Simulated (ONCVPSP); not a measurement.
**An all-electron radial function and its pseudo partner (germanium)**

Columns: radius, all-electron u(r) and pseudo u(r) of the 3p shell (level -116.08 eV) of germanium in the configuration [Ne] 3s2 3p6 3d10 4s1.75 4p2.25; PBE, scalar-relativistic, ONCV scheme, ONCVPSP 4.0.1.

```csv
r (bohr),all-electron,pseudo
0.065,-0.5444,0.0478
0.130,-0.6836,0.1827
0.195,-0.2979,0.3836
0.260,0.2470,0.6199
0.325,0.7283,0.8574
0.390,1.0682,1.0646
0.455,1.2629,1.2186
0.520,1.3391,1.3067
0.585,1.3301,1.3276
0.650,1.2663,1.2898
0.715,1.1705,1.2075
0.780,1.0594,1.0973
0.845,0.9438,0.9746
0.910,0.8307,0.8515
0.975,0.7244,0.7360
1.040,0.6270,0.6321
1.105,0.5395,0.5411
1.170,0.4619,0.4621
1.235,0.3938,0.3937
1.300,0.3347,0.3346
1.365,0.2836,0.2835
1.430,0.2398,0.2397
1.495,0.2023,0.2022
1.560,0.1704,0.1703
1.625,0.1433,0.1432
1.690,0.1203,0.1203
```

Question: How many radial nodes do the two functions have?

Answer: The all-electron 3p function has n − l − 1 = 1; the pseudo-wave has 0, since the states of the same l below it are removed with the core.

Question: At about which radius was the pseudo-wave matched?

Answer: 1.30 bohr. The columns agree to 0.0005 from 1.17 bohr on; several derivatives are matched, so the curves merge somewhat inside the radius.

Question: Where does each function peak?

Answer: Outermost all-electron maximum near 0.52 bohr, pseudo maximum near 0.58 bohr (to the table’s step).

Question: Is the pseudo-wave norm-conserving?

Answer: Yes: the ONCV scheme keeps the norm inside the radius equal to the all-electron one, which fixes the energy derivative of the logarithmic derivative at the level.
